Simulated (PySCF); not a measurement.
Compound: BH₇N₂OSi.
Geometry (PBE0-D3(BJ)/def2-SVP, Å), atoms numbered from 1 in this order:
```
atom  x, y, z in Å
N1    -1.737    0.756    0.989
B2    -0.731    0.054    0.282
N3    -0.999   -1.130   -0.456
O4     0.552    0.582    0.330
Si5    1.997    0.290   -0.412
H6    -1.513    1.592    1.508
H7    -2.696    0.456    1.070
H8    -1.911   -1.559   -0.504
H9    -0.275   -1.669   -0.906
H10    3.097    0.574    0.553
H11    2.104   -1.141   -0.852
H12    2.163    1.161   -1.614
```

Level of theory: PBE0-D3(BJ)/def2-SVP geometry optimisation, gas phase in PySCF.

Take the most abundant isotopes and a rigid rotor. The values belong to one conformer with, in the numbering `[NH2:1][B:2]([NH2:3])[O:4][SiH3:5]`, N1–B2–O4–Si5 -172°.

Question: What are A, B and C (GHz)?

Answer: Ia = 61.82, Ib = 222.98, Ic = 278.58 u·Å²; 505379 MHz·u·Å²/I gives 8175, 2267 and 1814 MHz, that is A = 8.1752, B = 2.2665, C = 1.8141 GHz.

Question: What kind of rotor is it?

Answer: An asymmetric top: κ = (2 × 2267 − 8175 − 1814)/(8175 − 1814) = -0.86.

Question: Is it planar, by Δ = Ic − Ia − Ib?

Answer: Not planar: Δ = Ic − Ia − Ib = -6.21 u·Å². For a rigid frame Δ = −2 Σ m c², so Σ m c² = 3.11 u·Å² lies off the ab plane: 2.99 from hydrogen and 0.12 from heavier atoms. The atom farthest from that plane is 1.42 Å away.

Question: Give the other two planar moments, Paa and Pbb, and the rms extents of the mass along the axes.

Answer: Paa = Σ m a² = (Ib + Ic − Ia)/2 = 219.87 and Pbb = Σ m b² = (Ia + Ic − Ib)/2 = 58.71 u·Å². With the mass M = 90.04 u, the rms extents √(P/M) along a, b and c are 1.56, 0.81, 0.19 Å.

Question: Which types of transition are allowed, and where do some lines up to J = 2 fall?

Answer: The dipole components are |μa| = 1.49 D, |μb| = 0.93 D, |μc| = 0.07 D. Intensities carry the squares of the components, which stand as 1.00 : 0.39 : 0.00 (a : b : c). Some lines, for components of 0.1 D or more:

```csv
type,branch,"J(Ka,Kc)",MHz,lower level (cm⁻¹)
a,Q,"1(1,0) ← 1(1,1)",452,0.333
a,Q,"2(1,1) ← 2(1,2)",1357,0.590
b,R,"2(0,2) ← 1(1,1)",2228,0.333
a,R,"1(0,1) ← 0(0,0)",4081,0.000
b,Q,"1(1,0) ← 1(0,1)",6361,0.136
b,Q,"2(1,1) ← 2(0,2)",6838,0.408
a,R,"2(1,2) ← 1(1,1)",7709,0.333
a,R,"2(0,2) ← 1(0,1)",8136,0.136
a,R,"2(1,1) ← 1(1,0)",8614,0.348
b,R,"1(1,1) ← 0(0,0)",9989,0.000
b,R,"2(1,2) ← 1(0,1)",13618,0.136
b,Q,"2(2,0) ← 2(1,1)",17751,0.636
b,Q,"2(2,1) ← 2(1,2)",19083,0.590
b,R,"2(2,1) ← 1(1,0)",26340,0.348
b,R,"2(2,0) ← 1(1,1)",26817,0.333
```

No frequency check. No vibrational averaging or centrifugal distortion is included, and the geometry carries the error of its method. A rigid rotor knows nothing of internal rotation, which can split or shift real lines. Quadrupole hyperfine structure (11B, 14N) is left out.

Hardware: Arm Neoverse V1, one thread, shared host. Cost: 43 s wall, 0.45 GiB resident at most. This is the geometry optimisation.
